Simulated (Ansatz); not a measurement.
Reaction (redistribution): `FB1B[SiH2]1` + `[SiH3][SiH]1CS1` → `[SiH3]B1B[SiH2]1` + `F[SiH]1CS1`

Calculated with Ansatz (gas phase, PBE0-D4/def2-TZVP geometries, no zero-point term in ΔE). CCSD(T)/CBS is the MP2 limit (def2-TZVPP, def2-QZVPP) plus CCSD(T) − MP2 in def2-TZVPP, frozen cores. Functionals use def2-TZVPP. B3LYP here is the variant with VWN-RPA as its local correlation; programs differ in this.

```csv
level,ΔE (kJ/mol)
BLYP-D4,1.9
PBE0-D4,-6.3
B3LYP-D4,-4.0
PBE-QIDH,-19.4
r2SCAN0,-15.0
CAM-B3LYP,-10.7
HF/def2-SVP,7.8
HF/CBS(def2),-12.4
```

(1) What does CCSD(T)/CBS give? (Best estimate.)

Largest T1 diagnostic among the species: 0.016.

## Answers

(1) The calculation gave: -25.0 kJ/mol. The listed levels differ from it by 26.9, 18.7, 21.0, 5.6, 10.0, 14.3, 32.8, 12.6 kJ/mol.

Leaving LDA and LC-ωPBE aside and taking each functional with its dispersion term where it has one, the values, not all of them listed here, spread over 21.4 kJ/mol, from PBE-QIDH to revPBE-D4. From PBE to PBE0 (25 % exact exchange), in def2-TZVPP and without D4, ΔE moves by −6.2 kJ/mol. At CCSD(T), def2-SVP lies +31.1 kJ/mol from the extrapolated value and def2-TZVPP +5.3 kJ/mol.
